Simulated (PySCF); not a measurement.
Mean harmonic wavenumber (cm⁻¹) of eight silicon and germanium compounds: PBE-D3(BJ) beside r2SCAN-D4, computed with PySCF for isolated molecules in the bases named; differences from unrounded values. The eight are the first of their class met in an unordered collection, after screening for sound electronic states; none was chosen by its value. Each level has its own optimised geometry.

| molecule | basis | r2SCAN-D4 | PBE-D3(BJ) | difference |
|---|---|---|---|---|
| Si(H)2(Et)(NH2) (C₂H₉NSi), SMILES CC[SiH2]N | def2-SVP | 1434 | 1398 | -36 |
| C2H4ClNSi, SMILES N#CC[SiH2]Cl | def2-SVP | 1143 | 1113 | -31 |
| C₂H₆N₂OSi, SMILES C[Si@@H](N)OC#N | def2-SVP | 1239 | 1209 | -31 |
| [(Z)-prop-1-enyl]silane (C₃H₈Si), SMILES C/C=C\[SiH3] | def2-SVP | 1382 | 1345 | -37 |
| FH3S3Si, SMILES F[Si](S)(S)S | def2-SVP | 792 | 770 | -22 |
| C4H8OSi, SMILES C#C[SiH2]CCO | def2-SVP | 1300 | 1266 | -34 |
| FH₇OSi₃, SMILES [SiH3][SiH2][Si@@H](O)F | def2-SVP | 993 | 965 | -27 |
| CH8O2Si2, SMILES [Si](O)([SiH3])(C)O | def2-SVP | 1183 | 1155 | -29 |

PBE-D3(BJ) lies below r2SCAN-D4 in 8 and above it in 0 of the eight; the mean signed difference is -31 and the largest -37 cm⁻¹.
